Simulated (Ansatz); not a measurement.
`CB1C=C1`, one more setting.

```yaml
crystal:
  periodic: [false, false, false]
  atoms:
    - {symbol: C, position_ang: [0.385914, 1.191634, -0.773533]}
    - {symbol: B, position_ang: [0.006984, -0.062633, 0.056909]}
    - {symbol: C, position_ang: [0.180215, -1.468050, 0.463893]}
    - {symbol: C, position_ang: [-0.841485, -0.789427, 1.017701]}
    - {symbol: H, position_ang: [-0.183578, 1.173975, -1.709848]}
    - {symbol: H, position_ang: [0.127472, 2.123856, -0.266936]}
    - {symbol: H, position_ang: [1.442851, 1.216126, -1.045989]}
    - {symbol: H, position_ang: [0.607392, -2.461377, 0.511940]}
    - {symbol: H, position_ang: [-1.637264, -0.970403, 1.728662]}
basis:
  gaussian: {orbitals: cc-pVTZ}
hamiltonian: {xc: {name: B2PLYP}}
output: {forces: true}
```

```sh
$ ansatz run in.yaml --threads 2 --pin off --events-out ev --progress --plain --max-ram 4352MiB
```

Output, abridged:

```
Functional definition: B2PLYP
1068 factors; integrals over basis functions are off by at most 9.2e-4 eV
mean field evaluation 1: about -3854.4933 eV, gradient 4.8e1 eV
mean field evaluation 2: about -3854.4930 eV, gradient 4.8e1 eV
mean field evaluation 4: about -3859.8629 eV, gradient 1.7e0 eV
mean field evaluation 8: about -3859.8721 eV, gradient 1.2e-1 eV
mean field evaluation 16: about -3859.8722 eV, gradient 4.2e-5 eV
mean field -3859.87216138 eV, -141.8476856154 hartree, gradient 5.1e-6 eV, S^2 0.000000; 0 other end points of the search recorded, 0 dependent functions left out
4 core orbitals not correlated: weight in the atoms' cores, before any rotation towards them, 1.000 or more for the frozen orbitals, at most 0.000 for the correlated occupied ones
reference -3859.87231269 eV, -141.8476911761 hartree; 10, 10 occupied and 176, 176 virtual orbitals, 1068 factors
second order -19.07092169 eV of doubles, -0.00000000 eV of singles
Total energy: -3865.02146155 eV, -142.0369189063 hartree
Atom 0 at     0.385914     1.191634    -0.773533 Å, force     0.034964     0.154957    -0.119782 eV/Å
Atom 1 at     0.006984    -0.062633     0.056909 Å, force     0.016533     0.042275    -0.020093 eV/Å
Atom 2 at     0.180215    -1.468050     0.463893 Å, force     0.268830    -0.339326    -0.082863 eV/Å
Atom 3 at    -0.841485    -0.789427     1.017701 Å, force    -0.351886     0.074542     0.253482 eV/Å
Atom 4 at    -0.183578     1.173975    -1.709848 Å, force     0.053246     0.009882     0.075870 eV/Å
Atom 5 at     0.127472     2.123856    -0.266936 Å, force     0.033361    -0.082043    -0.048873 eV/Å
Atom 6 at     1.442851     1.216126    -1.045989 Å, force    -0.097238     0.007064     0.028042 eV/Å
Atom 7 at     0.607392    -2.461377     0.511940 Å, force    -0.057107     0.118556    -0.000660 eV/Å
Atom 8 at    -1.637264    -0.970403     1.728662 Å, force     0.099297     0.014093    -0.085121 eV/Å
Dipole moment:    -0.035932    -0.092513     0.050191 e Å
```

Hardware: 2 threads of an Intel Xeon Platinum 8375C on a shared host. Wall time 7.5 s, peak host memory 0.59 GiB.
